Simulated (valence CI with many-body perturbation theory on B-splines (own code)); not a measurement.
## Ag XXXIV: electric-dipole lines

Level of theory: valence CI with perturbative core correlation (CI+MBPT): four valence electrons over a frozen Dirac-Fock core [Ne], a basis of 11 s, 11 p, 10 d, 8 f, 5 g, 2 h functions for each j, with the one-electron correlation potential Σ1 (screened to all orders), the two-electron term Σ2, the three-electron term Σ3, Breit, model QED; selected single and double excitations, second order for the rest, scaled by the run's own slope (own B-spline code, finite nucleus).

No measured spectrum was set against this ion. As an estimate, large intervals hold to a few tenths of a per cent, small ones and those within an open d or f shell to about a per cent. Among the levels kept, up to 700 cm⁻¹ of a level comes from second order outside the variational space, and about a tenth of that is noise between levels of different J, which matters for small intervals.

Lines 51 to 100 of 546 in falling wavelength, among levels below 34.771 Ry, chosen from the strongest by gf and those to the six lowest levels. Wavelengths and rates use the calculated energies. Electric multipoles are in the length gauge, E1 and E2 with the static RPA response of the core. Weak lines are less certain than strong ones. Lines between different terms over intervals too small for the method are left out, as are lines whose strength nearly cancels. Where a level lies close to another of its J and parity, the split of strength between their lines is uncertain. The highest levels of a list are the least certain.

Levels are named by their leading jj configuration (3d3/2^4 stands for four electrons in 3d with j = 3/2), which in mixed levels can hold well under half, so a name can repeat and another be missing. Letters in brackets count levels of one name in rising energy.

```
λ vac (Å)                           Upper                           Lower   A (s⁻¹)  S (a.u.) with core polarisation  S without
    110.6       (3p1/2 3p3/2^2 3d3/2) J=4  (3s 3p1/2 3p3/2 3d5/2) J=4 [c]  9.01e+09                         5.42e-02   5.54e-02
    108.9       (3p1/2^2 3p3/2 3d5/2) J=4  (3s 3p1/2 3p3/2 3d5/2) J=4 [b]  1.42e+10                         8.15e-02   8.34e-02
    108.9  (3s 3p1/2 3d3/2 3d5/2) J=5 [b]          (3s 3p3/2^2 3d5/2) J=5  9.32e+09                         6.53e-02   6.68e-02
    108.4      (3s 3p1/2 3p3/2^2) J=2 [a]          (3s^2 3p1/2 3p3/2) J=1  4.52e+09                         1.42e-02   1.45e-02
    108.0   (3p1/2 3p3/2^2 3d5/2) J=4 [a]  (3s 3p1/2 3p3/2 3d5/2) J=3 [c]  6.15e+09                         3.44e-02   3.51e-02
    106.9          (3s^2 3p1/2 3d3/2) J=2          (3s^2 3p1/2 3p3/2) J=2  1.44e+08                         4.33e-04   4.47e-04
    106.5   (3p1/2 3p3/2^2 3d5/2) J=4 [b]  (3s 3p1/2 3p3/2 3d5/2) J=3 [d]  1.61e+10                         8.66e-02   8.85e-02
    105.8       (3p1/2^2 3p3/2 3d5/2) J=4  (3s 3p1/2 3p3/2 3d5/2) J=4 [a]  7.23e+09                         3.80e-02   3.89e-02
    105.1          (3s 3p1/2 3p3/2^2) J=3          (3s^2 3p1/2 3p3/2) J=2  1.94e+09                         7.80e-03   8.00e-03
    102.7          (3s 3p3/2^2 3d5/2) J=5          (3s^2 3p3/2 3d5/2) J=4  3.46e+10                         2.03e-01   2.08e-01
    102.5          (3s 3p1/2 3d5/2^2) J=2  (3s 3p1/2 3p3/2 3d5/2) J=1 [b]  1.08e+10                         2.88e-02   2.94e-02
    102.2      (3s^2 3p3/2 3d5/2) J=2 [a]              (3s^2 3p3/2^2) J=2  5.60e+09                         1.48e-02   1.52e-02
    101.7      (3s 3p3/2 3d5/2^2) J=4 [b]      (3s 3p3/2^2 3d5/2) J=3 [a]  1.47e+10                         6.88e-02   7.03e-02
    101.4          (3s^2 3p3/2 3d3/2) J=1              (3s^2 3p3/2^2) J=0  1.65e+09                         2.55e-03   2.62e-03
    100.5      (3s 3p3/2^2 3d5/2) J=2 [b]      (3s^2 3p3/2 3d5/2) J=1 [b]  1.25e+10                         3.13e-02   3.20e-02
    100.3          (3s 3p1/2^2 3d3/2) J=1          (3s 3p1/2^2 3p3/2) J=2  1.11e+09                         1.66e-03   1.70e-03
    99.84          (3s 3p1/2 3d5/2^2) J=5  (3s 3p1/2 3p3/2 3d5/2) J=4 [c]  1.05e+10                         5.66e-02   5.78e-02
    99.83   (3p1/2 3p3/2^2 3d5/2) J=4 [b]  (3s 3p1/2 3p3/2 3d5/2) J=4 [c]  1.01e+10                         4.47e-02   4.58e-02
    99.55      (3s 3p1/2 3d5/2^2) J=4 [b]          (3s 3p3/2^2 3d5/2) J=5  6.72e+09                         2.95e-02   3.01e-02
    98.97  (3s 3p1/2 3p3/2 3d5/2) J=3 [d]          (3s^2 3p1/2 3d5/2) J=2  2.04e+10                         6.84e-02   7.00e-02
    98.92  (3s 3p1/2 3d3/2 3d5/2) J=4 [c]      (3s 3p3/2^2 3d5/2) J=4 [a]  6.23e+09                         2.68e-02   2.74e-02
    98.53          (3s 3p1/2^2 3d3/2) J=2          (3s 3p1/2^2 3p3/2) J=2  2.14e+09                         5.06e-03   5.16e-03
    98.15      (3s 3p1/2 3d5/2^2) J=4 [a]  (3s 3p1/2 3p3/2 3d5/2) J=4 [c]  8.05e+09                         3.38e-02   3.46e-02
    98.07  (3s 3p1/2 3d3/2 3d5/2) J=4 [c]  (3s 3p1/2 3p3/2 3d5/2) J=3 [e]  8.53e+09                         3.57e-02   3.65e-02
    98.06   (3p1/2 3p3/2^2 3d5/2) J=3 [c]  (3s 3p1/2 3p3/2 3d5/2) J=2 [e]  1.05e+10                         3.44e-02   3.51e-02
    97.45   (3p1/2 3p3/2^2 3d5/2) J=4 [a]  (3s 3p1/2 3p3/2 3d5/2) J=3 [b]  9.62e+09                         3.96e-02   4.04e-02
    97.15   (3p1/2 3p3/2^2 3d5/2) J=3 [c]  (3s 3p1/2 3p3/2 3d5/2) J=2 [d]  2.41e+10                         7.65e-02   7.81e-02
    96.89  (3s 3p1/2 3d3/2 3d5/2) J=3 [e]  (3s 3p1/2 3p3/2 3d5/2) J=3 [e]  8.96e+09                         2.82e-02   2.88e-02
    96.75   (3p1/2 3p3/2^2 3d5/2) J=2 [b]  (3s 3p1/2 3p3/2 3d5/2) J=1 [c]  2.14e+10                         4.78e-02   4.89e-02
    96.63          (3s 3p1/2 3d3/2^2) J=3  (3s 3p1/2 3p3/2 3d3/2) J=2 [b]  1.02e+10                         3.19e-02   3.25e-02
    96.52       (3p1/2 3p3/2^2 3d3/2) J=4      (3s 3p1/2 3p3/2 3d5/2) J=5  9.61e+09                         3.84e-02   3.93e-02
    96.22  (3s 3p1/2 3d3/2 3d5/2) J=3 [d]  (3s 3p1/2 3p3/2 3d5/2) J=3 [c]  3.05e+10                         9.40e-02   9.61e-02
    95.75  (3s 3p1/2 3p3/2 3d3/2) J=2 [e]      (3s 3p1/2 3p3/2^2) J=1 [b]  1.40e+10                         3.03e-02   3.10e-02
    95.58      (3s 3p3/2 3d5/2^2) J=4 [a]          (3s 3p3/2^2 3d3/2) J=4  2.00e+10                         7.77e-02   7.94e-02
    95.14       (3p1/2^2 3p3/2 3d3/2) J=3          (3s 3p1/2^2 3d5/2) J=3  9.74e+09                         2.90e-02   2.96e-02
    95.08   (3p1/2 3p3/2^2 3d3/2) J=2 [c]  (3s 3p1/2 3p3/2 3d5/2) J=1 [b]  2.10e+10                         4.45e-02   4.55e-02
    94.95  (3s 3p3/2 3d3/2 3d5/2) J=3 [c]      (3s 3p3/2^2 3d3/2) J=2 [a]  9.26e+09                         2.74e-02   2.80e-02
    94.45       (3p1/2^2 3p3/2 3d5/2) J=3  (3s 3p1/2 3p3/2 3d3/2) J=2 [a]  2.49e+10                         7.24e-02   7.40e-02
    94.35   (3p1/2 3p3/2^2 3d5/2) J=2 [c]  (3s 3p1/2 3p3/2 3d5/2) J=1 [c]  3.90e+10                         8.08e-02   8.26e-02
    94.30  (3s 3p3/2 3d3/2 3d5/2) J=3 [d]          (3s 3p3/2^2 3d3/2) J=4  1.79e+10                         5.17e-02   5.29e-02
    94.28  (3s 3p1/2 3p3/2 3d5/2) J=4 [d]          (3s^2 3p1/2 3d5/2) J=3  7.67e+10                         2.85e-01   2.92e-01
    93.98  (3s 3p1/2 3d3/2 3d5/2) J=3 [e]  (3s 3p1/2 3p3/2 3d3/2) J=2 [e]  7.06e+10                         2.02e-01   2.07e-01
    93.90   (3p1/2 3p3/2^2 3d5/2) J=2 [d]      (3s 3p3/2^2 3d3/2) J=1 [b]  4.34e+10                         8.86e-02   9.05e-02
    93.71      (3s 3p1/2 3d5/2^2) J=1 [a]  (3s 3p1/2 3p3/2 3d3/2) J=0 [c]  3.48e+10                         4.24e-02   4.34e-02
    93.65  (3s 3p3/2 3d3/2 3d5/2) J=4 [a]  (3s 3p1/2 3p3/2 3d5/2) J=3 [e]  1.64e+10                         5.99e-02   6.12e-02
    93.61      (3s 3p1/2 3p3/2^2) J=1 [a]          (3s^2 3p1/2 3p3/2) J=2  1.78e+08                         2.17e-04   2.22e-04
    93.60  (3s 3p1/2 3d3/2 3d5/2) J=3 [d]  (3s 3p1/2 3p3/2 3d5/2) J=4 [c]  2.27e+10                         6.43e-02   6.58e-02
    93.53      (3s 3p3/2^2 3d3/2) J=2 [c]      (3s^2 3p3/2 3d5/2) J=2 [b]  1.56e+10                         3.15e-02   3.22e-02
    93.46      (3s 3p3/2^2 3d5/2) J=2 [a]          (3s^2 3p3/2 3d3/2) J=3  2.05e+10                         4.13e-02   4.23e-02
    93.41              (3s^2 3d5/2^2) J=4          (3s^2 3p3/2 3d5/2) J=3  8.52e+09                         3.09e-02   3.15e-02
```
